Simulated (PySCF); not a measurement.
Interval between two levels of Ag²⁺ by level of theory

Ag²⁺ [Kr] 4d9 [2D5/2, M_J = 5/2] → Ag²⁺ [Kr] 4d8 5p1 [4G11/2, M_J = 11/2], as a difference of total energies. Computed with PySCF 2.14 in x2c-TZVPall-2c with one added diffuse shell each of s, p, d type (9s10p8d1f, 86 functions), with the two-component X2C-1e Hamiltonian. Correlated levels: [Ar] 3d10 frozen; the 6 highest virtual spinors dropped. "Screened" scales the spin-orbit matrix elements by Boettger's factors to mimic the two-electron term; Breit and QED terms are absent.

```json
{"method": "GHF (spin-free)", "interval between two levels (cm⁻¹)": "112770"}
{"method": "GMP2 (spin-free)", "interval between two levels (cm⁻¹)": "118260"}
{"method": "GHF (screened spin-orbit)", "interval between two levels (cm⁻¹)": "112570"}
{"method": "GMP2 (screened spin-orbit)", "interval between two levels (cm⁻¹)": "118080"}
```

The labels give the starting determinants; with spin-orbit coupling the two ends relaxed to ⟨J²⟩ = 8.76, ⟨L²⟩ = 6.02, ⟨S²⟩ = 0.77 and ⟨J²⟩ = 35.76, ⟨L²⟩ = 20.10, ⟨S²⟩ = 3.74.
